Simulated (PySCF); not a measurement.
C2H4F2OSi, SMILES F[Si](C=C)(O)F.

Geometry optimised at B3LYP-D3(BJ)/def2-SVP. The structure was generated by enumeration, and PubChem lists no compound with its InChIKey, so it may never have been made. Other conformers were not sampled.

All values below come from TDA-B3LYP/def2-SVPD run with PySCF 2.14.0.

Vertical excitations. Isolated molecule, no solvent. State labels are in the subgroup Cs.

### Question
Estimate the UV-visible absorptions. (An estimate is asked for; the answer gives what the named calculation found.)

### Answer

```tsv
state	symmetry	energy (eV)	λ (nm)	f	main pairs
S1	A"	6.96	178	0.002	HOMO−1→LUMO 98 %
S2	A"	7.27	171	0.010	HOMO→LUMO+1 97 %
S3	A'	7.60	163	0.201	HOMO→LUMO 48 %, HOMO−2→LUMO 47 %
S4	A'	7.99	155	0.298	HOMO−2→LUMO 51 %, HOMO→LUMO 37 %
S5	A"	8.13	153	0.027	HOMO→LUMO+2 93 %
S6	A"	8.43	147	0.038	HOMO→LUMO+3 76 %, HOMO−2→LUMO+1 17 %
S7	A"	8.48	146	0.017	HOMO−2→LUMO+1 78 %, HOMO→LUMO+3 15 %
S8	A"	8.51	146	0.001	HOMO−3→LUMO 99 %
S9	A'	8.54	145	0.041	HOMO−1→LUMO+1 91 %
S10	A"	8.76	142	0.001	HOMO−5→LUMO 62 %, HOMO→LUMO+4 28 %
T1	A'	4.25	292	0	HOMO→LUMO 97 %
T2	A"	6.34	196	0	HOMO−1→LUMO 98 %
T3	A"	7.17	173	0	HOMO→LUMO+1 94 %
T4	A'	7.67	162	0	HOMO−2→LUMO 99 %
```
Triplets are in the Tamm–Dancoff approximation.
